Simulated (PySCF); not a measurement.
## Unknown compound

Molecular formula: CH$_{10}$OSi$_{3}$. Simulated spectra:

1H NMR (300 MHz, computed): δ 5.72 (m, 1H), 5.11 (s, 3H), 3.37 (d, 3H), 0.46 (d, 3H).

13C{1H} NMR (computed): δ 3.4.

Calculated, not measured (PySCF 2.14.0 with density-fitted response routines): geometry from GFN2-xTB, PBE0/pcSseg-1 with gauge-including orbitals. Equivalent nuclei averaged, no relativistic terms, no solvent, a single conformation.

References, each an isolated molecule treated in the same way: 1H, 13C vs TMS.

Choose the structure that fits.
A. CO[SiH2][SiH2][SiH3]
B. O[SiH2]C([SiH3])[SiH3]
C. C[Si@@H]([SiH3])O[SiH3]

Results:

C. 

- The formula gives 0 degrees of unsaturation.
- Carbon types of the structure: 1 × CH3, leaving 7 H on heteroatoms.
- δC 3.4: methyl carbon bonded to Si; an electropositive neighbour leaves it electron-rich and shielded.
- δH 5.72: hydrogen on a silicon bonded to C, O, Si.
- δH 5.11: hydrogen on a silicon bonded to O.
- δH 3.37: hydrogen on a silicon bonded to Si.
- δH 0.46: hydrogen on a methyl carbon bonded to Si; an electropositive neighbour shields it, as in TMS itself.

The others: CO[SiH2][SiH2][SiH3] has carbons computed at 56.4; O[SiH2]C([SiH3])[SiH3] would give 3 signals for carbon-bound and other non-exchanging H, not 4.

Shifts are as computed. Against solution values, carbons near 30 ppm lie about +3 ppm off and those near 130 ppm about +5 ppm. Of 1211 compounds with measured shifts, 218 miss one by over three times the rms of a fit or turn the order of signals round; such compounds aren't used in these exercises. Multiplicities follow the n + 1 count of equivalent neighbours, as no J values were calculated; m marks all less simple cases, F and P coupling included.
